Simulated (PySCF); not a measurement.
Computed structure and properties of [Y(HCN)]3+

System: [Y(HCN)]3+ (singlet); start: template (C∞v). Method: PySCF 2.14.0, RKS PBE0, Y def2-SVP with ECP28, N def2-SVP, C def2-SVP, H def2-SVP; non-relativistic Hamiltonian with scalar-relativistic core potentials where named; density fitting; no spin-orbit coupling.

Input of the relaxation:

```python
mol = gto.M(atom='''
Y      0.00000     0.00000    -0.71270
N      0.00000     0.00000     1.74730
C      0.00000     0.00000     2.90730
H      0.00000     0.00000     3.97730''',
    basis={'Y': 'def2-SVP', 'N': 'def2-SVP', 'C': 'def2-SVP', 'H': 'def2-SVP'},
    ecp={'Y': 'def2-SVP'},
    charge=3, spin=0)
mf = dft.RKS(mol, xc='PBE0')
mf.grids.atom_grid = (50, 194)
mf = mf.density_fit()  # fitting sets: Y def2-universal-JKFIT, N def2-universal-JKFIT, C def2-universal-JKFIT, H def2-universal-JKFIT
mf.conv_tol = 1e-08; mf.max_cycle = 55
mf.kernel(dm0)  # dm0: converged density of the start geometry
# quasi-Newton relaxation in Cartesian coordinates to a largest gradient under 0.00045 Eh/bohr, steps kept in the point group
```

Run from Python with OMP_NUM_THREADS=2; the lines above give its settings. Where DIIS fails, smearing, a level shift and second-order steps follow.
It took 27 s on 2 threads of Intel(R) Xeon(R) Processor @ 2.50GHz (Skylake/Cascade Lake), on a shared host, from the converged density of the start.

Course of the relaxation:

```csv
step,energy above end (eV),largest force component within the symmetry (eV/Å)
0,0.4506,2.502
1,0.1738,1.803
2,0.0531,1.385
3,0.0049,0.353
4,0.0003,0.084
5,0.0000,0.029
6,0.0000,0.024
7,0.0000,0.004
```

Relaxed geometry (C∞v):

```xyz
4

Y     0.0000    0.0000   -0.5130
N     0.0000    0.0000    1.6598
C     0.0000    0.0000    2.8272
H     0.0000    0.0000    3.9452
```

```csv
contact,Å
Y1–N2 (HCN),2.173
```

On the finer grid (75, 302):

| Item | Value |
| --- | --- |
| HOMO | -27.38 eV |
| LUMO | -20.36 eV |
| Dipole about the centre of mass | 1.65 D |
| Set of Mulliken populations of Y1 outside the core potential | s 2.08, p 6.06, d 0.39, f 0.04 |
| D3(BJ) dispersion energy (not in the energies) | -0.072 eV |

```json
{"atom": "Y1", "Mulliken (e)": "2.43", "Löwdin (e)": "2.26", "spin (e)": "0.00"}
{"atom": "N2", "Mulliken (e)": "-0.14", "Löwdin (e)": "0.00", "spin (e)": "0.00"}
{"atom": "C3", "Mulliken (e)": "0.38", "Löwdin (e)": "0.55", "spin (e)": "0.00"}
{"atom": "H4", "Mulliken (e)": "0.33", "Löwdin (e)": "0.19", "spin (e)": "0.00"}
```

On the grid (50, 194), as all that follows. Harmonic modes: a minimum; lowest 271 cm⁻¹ (negative: unstable), highest 3142 cm⁻¹, zero-point energy 0.496 eV.

Taking off one HCN (charge 0, singlet; the rest: singlet) in vacuum, both parts rigid, costs 6.13 eV; the small basis without counterpoise inflates it. Parting with an electron moved from the ligand to the metal can be far cheaper, even downhill.

Rigid scan of HCN along the line from its metal:

| distance to N2 (Å) | energy (eV) |
| --- | --- |
| 1.87 | 1.029 |
| 1.97 | 0.394 |
| 2.07 | 0.085 |
| 2.17 | 0.000 |
| 2.27 | 0.065 |
| 2.37 | 0.229 |
| 2.57 | 0.713 |

One start shape was tried, so this needn't be the lowest isomer.
